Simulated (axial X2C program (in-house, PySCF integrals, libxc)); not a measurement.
**Outer orbitals of AsSe⁺ at 2.066 Å, BP86**

Computed with an axial X2C code built on PySCF integrals. Spin-free means the one-electron spin-free X2C Hamiltonian; two-component (2c) means X2C with spin–orbit coupling and atomic mean-field two-electron Coulomb and Gaunt terms, so the difference of the two also holds small scalar two-electron terms. Basis: Se dyall-v3z [8s9p6d1f], As dyall-v3z [9s9p6d1f] (cores contracted in-house); Gaussian nuclei, density fitting, unrestricted open shells. Masses: Se 79.917 u, As 74.922 u.

The distance is close to the 2c PBE0 minimum; the highest filled and lowest empty levels are listed.

Spin-free orbitals, state M_S = 0, Λ = 0 (closed shell) (Löwdin shares):

```
symmetry  occupied  ε (eV)              atomic character
      σα       yes  -26.15   55% Se s, 26% As s, 9% As p
      σα       yes  -20.92  49% As s, 24% Se s, 16% Se p
      σα       yes  -14.81   44% Se p, 41% As p, 9% As s
     π-α       yes  -14.32   59% Se p, 36% As p, 3% As d
     π+α       yes  -14.32   59% Se p, 36% As p, 3% As d
     π-α        no  -10.85   58% As p, 33% Se p, 4% Se d
     π+α        no  -10.85   58% As p, 33% Se p, 4% Se d
      σα        no   -6.52  33% As p, 22% Se p, 20% As d
      σα        no   -3.80  41% As s, 17% Se s, 17% Se d
```

One partner of each degenerate Kramers or spin pair is listed.

Spinors with spin–orbit coupling (state Ω = 0):

```
  ω  occupied  ε (eV)              atomic character    λ mixture
1/2       yes  -26.15   56% Se s, 26% As s, 9% As p       100% σ
1/2       yes  -20.92  49% As s, 24% Se s, 16% Se p       100% σ
1/2       yes  -14.82   45% Se p, 40% As p, 9% As s  98% σ, 2% π
1/2       yes  -14.42   59% Se p, 36% As p, 3% As d  98% π, 2% σ
3/2       yes  -14.20   59% Se p, 36% As p, 3% As d       100% π
1/2        no  -10.95   58% As p, 33% Se p, 4% Se d       100% π
3/2        no  -10.72   57% As p, 33% Se p, 4% Se d       100% π
1/2        no   -6.51  33% As p, 22% Se p, 20% As d       100% σ
1/2        no   -3.80  41% As s, 17% Se s, 17% Se d       100% σ
```

One partner of each degenerate Kramers or spin pair is listed.

Question: How does the gap between the highest filled and lowest empty level change from the spin-free to the 2c table?

Answer: From 3.47 to 3.25 eV at BP86, a change of -0.22 eV.

Mulliken charges and populations of the two-component result (they depend on the basis, above all on diffuse functions):

Se 0.39 e (s 7.93 p 15.60 d 10.07 f 0.01), As 0.61 e (s 7.93 p 14.34 d 10.11 f 0.01).

Occupations by symmetry block were frozen at the best pattern of an incomplete PBE0 search.
